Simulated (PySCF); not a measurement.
A ladder of Hamiltonians for La³⁹⁺ (lanthanum, charge +39)

Occupied: 1s1/2, 2s1/2, 2p1/2, 2p3/2, 3s1/2, 3p1/2, 3p3/2. Hartree-Fock calculated with PySCF 2.14 in an uncontracted even-tempered set (17 s from 3.6 bohr⁻², ratio 2.7; 13 p from 4.3 bohr⁻², ratio 2.7), Gaussian nucleus throughout. NR is non-relativistic, sf-X2C the spin-free one-electron X2C Hamiltonian, X2C adds the bare one-electron spin-orbit term, X2C-SNSO screens it by Boettger's factors, DC is four-component Dirac-Coulomb, and the Gaunt and Breit terms are added at first order (total energies over the DC spinors, levels after relaxing the spinors in that mean field). QED terms are absent. Levels marked empty are virtual spinors of this ion; the basis has s and p functions only, so 3d, which can lie below the n = 4 levels, is absent.

| Hamiltonian | E (hartree) | E − E(DC) (hartree) | CPU seconds |
| --- | --- | --- | --- |
| NR | -6972.1841 | 268.2314 | 0.23 |
| sf-X2C | -7234.6805 | 5.7350 | 0.17 |
| X2C | -7238.3455 | 2.0700 | 0.17 |
| X2C-SNSO | -7238.0823 | 2.3332 | 0.17 |
| DC | -7240.4155 | 0.0000 | 8.3 |
| DC+Gaunt | -7233.3742 | 7.0413 | 14 |
| DC+Breit | -7234.0605 | 6.3550 | 46 |

| level (eV) | NR | sf-X2C | X2C | X2C-SNSO | DC | DC+Gaunt | DC+Breit |
| --- | --- | --- | --- | --- | --- | --- | --- |
| 1s1/2 | -39541.9 | -41342.5 | -41337.5 | -41337.9 | -41375.9 | -41269.6 | -41277.5 |
| 2s1/2 | -8007.0 | -8486.9 | -8485.5 | -8485.6 | -8490.2 | -8479.3 | -8480.1 |
| 2p1/2 | -7690.5 | -7835.8 | -8141.7 | -8129.9 | -8131.7 | -8113.8 | -8115.6 |
| 2p3/2 | -7690.5 | -7835.8 | -7701.1 | -7705.7 | -7709.5 | -7696.8 | -7698.6 |
| 3s1/2 | -3059.9 | -3197.6 | -3197.1 | -3197.2 | -3198.2 | -3195.8 | -3196.0 |
| 3p1/2 | -2929.4 | -2982.5 | -3056.4 | -3053.5 | -3054.0 | -3049.8 | -3050.3 |
| 3p3/2 | -2929.4 | -2982.5 | -2949.6 | -2950.7 | -2951.5 | -2948.6 | -2949.1 |
| 4s1/2 (empty) | -1526.2 | -1576.7 | -1576.6 | -1576.6 | -1576.9 | -1576.0 | -1576.1 |
| 4p1/2 (empty) | -1478.3 | -1500.5 | -1526.3 | -1525.3 | -1525.4 | -1523.9 | -1524.1 |
| 4p3/2 (empty) | -1478.3 | -1500.5 | -1489.1 | -1489.5 | -1489.7 | -1488.7 | -1488.9 |

```json
{"interval (eV)": "2p3/2 − 2p1/2", "X2C": "440.6", "X2C-SNSO": "424.2", "DC": "422.2", "DC+Gaunt": "417.0", "DC+Breit": "417.0"}
{"interval (eV)": "3p3/2 − 3p1/2", "X2C": "106.8", "X2C-SNSO": "102.8", "DC": "102.5", "DC+Gaunt": "101.2", "DC+Breit": "101.2"}
{"interval (eV)": "4p3/2 − 4p1/2", "X2C": "37.19", "X2C-SNSO": "35.81", "DC": "35.72", "DC+Gaunt": "35.26", "DC+Breit": "35.26"}
```

Weight of the small component: 1s1/2 0.0444, 2s1/2 0.00985, 2p1/2 0.00980, 2p3/2 0.00927, 3s1/2 0.00357, 3p1/2 0.00349, 3p3/2 0.00336, 4s1/2 0.00158, 4p1/2 0.00160, 4p3/2 0.00154.

Koopmans' value for the highest occupied level at DC+Breit: 2949.1 eV, against an ionisation energy of 2950 ± 4 eV (theoretical estimate listed by NIST; NIST Atomic Spectra Database, ionization energies); the former lacks relaxation, correlation, QED and recoil.

The whole ladder took 70 s of wall time on 1 thread of AMD EPYC 9R45 96-Core Processor (shared host), launched as `OMP_NUM_THREADS=1 python relrun2.py TASK.json OUT` (a driver that calls PySCF for each Hamiltonian).
